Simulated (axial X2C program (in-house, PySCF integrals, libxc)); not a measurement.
Which molecule has these constants?

All values come from calculations with an axial X2C code built on PySCF integrals, spin-free (one-electron X2C) or two-component (2c: spin–orbit coupling with atomic mean-field Coulomb and Gaunt terms, which also bring small scalar terms), in Dyall basis sets with cores contracted in-house; open shells are unrestricted.

A two-component PBE0 calculation in a Dyall 3-zeta basis gave Re = 2.354 Å, ωe = 310.9 cm⁻¹, De = 2.46 eV, Ω = 0.

Question: Which molecule is it?
A. SeN⁺
B. AsSe⁺
C. PSe⁺
D. BiSe⁺

Answer: D. The others have SeN⁺ 1.565 Å and 1226.2 cm⁻¹ (Ω = 0); PSe⁺ 1.953 Å and 678.4 cm⁻¹ (Ω = 0); AsSe⁺ 2.058 Å and 479.4 cm⁻¹ (Ω = 0).

Each entry is the lowest single determinant of a limited PBE0 search at one distance. De goes to single-determinant-based atoms at the same level (for ions the charge split of lowest energy) and is withheld (n/a) where an atom does not fit its ground term or J level. Main or longest-lived isotopes. The functionals have no current term, which raises determinants with orbital currents.
